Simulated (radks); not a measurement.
Initial-state core-level shifts of neutral germanium when its valence configuration changes from [Ar] 3d10 4s2 4p2. Calculated with a radial shooting solver on a logarithmic mesh with Libxc functionals: Dirac Kohn-Sham, PBE, spin-unpolarised, spherical densities, finite nucleus; open shells fill j = l - 1/2 first; Fermi nuclear charge, rms radius 4.0742 fm. Shifts are changes of the shell-averaged eigenvalues in eV (positive: less bound); the change of the density at the nucleus, which sets a Mossbauer isomer shift, is in e/bohr^3, on a base of 3.172e+04.

valence                1s       2s       2p       3s  density at nucleus
3d9.5 4s2 4p2.5    -5.684   -6.258   -6.207   -5.277              +5.677
3d8 4s2 4p4       -24.127  -26.740  -26.519  -21.763             +24.554
3d10 4s1 4p3       -1.866   -1.785   -1.785   -1.839             -16.554
3d10 4s1.5 4p2.5   -0.952   -0.911   -0.911   -0.938              -8.083
3d9.5 4s1 4p3.5    -7.464   -7.966   -7.914   -7.026             -12.471
3d9 4s2 4p3       -11.603  -12.806  -12.700  -10.670             +11.668
3d8.5 4s1 4p4.5   -19.389  -21.218  -21.052  -17.771              -3.373
3d8.5 4s0.5 4p5   -20.176  -21.980  -21.811  -18.544             -14.505
